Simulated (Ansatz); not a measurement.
`C#[C][Al]([CH3])[C]#C` + CH₃NH₂ → `C#[C][Al]([CH3])[NH]C` + acetylene  (ligand exchange at the Al–C bond)

Computed with Ansatz on PBE0-D4/def2-TZVP structures; ΔE is electronic, products minus reactants. CCSD(T)/CBS adds triple-zeta CCSD(T) − MP2 to the extrapolated MP2 energy (def2 sets, frozen cores). This one scheme is used for every species. Each species was taken in one conformer, which may not be the lowest.

| species | CCSD(T)/def2-TZVPP energy (Eh) |
| --- | --- |
| `C#[C][Al]([CH3])[C]#C` | -435.08776 |
| CH₃NH₂ | -95.69970 |
| `C#[C][Al]([CH3])[NH]C` | -453.61081 |
| `C#C` | -77.18882 |

Work out ΔE.

ΔE = (-453.61081) + (-77.18882) − (-435.08776) − (-95.69970) = -0.01217 Eh = -32.0 kJ/mol. CCSD(T)/CBS gives -32.0 kJ/mol.

Largest T1 diagnostic among the species: 0.013.

In def2-TZVPP, CCSD(T) changes the Hartree–Fock value by −7.8 kJ/mol (the triples alone add +0.0 kJ/mol) and MP2 by −7.9 kJ/mol. The D4 term adds −3.7 kJ/mol with B3LYP and −2.2 kJ/mol with PBE0; it sums over pairs of atoms, weighted by their polarisabilities, and B3LYP, whose exchange is more repulsive, gets the larger term.

B3LYP here is the variant with VWN-RPA as its local correlation; programs differ in this.
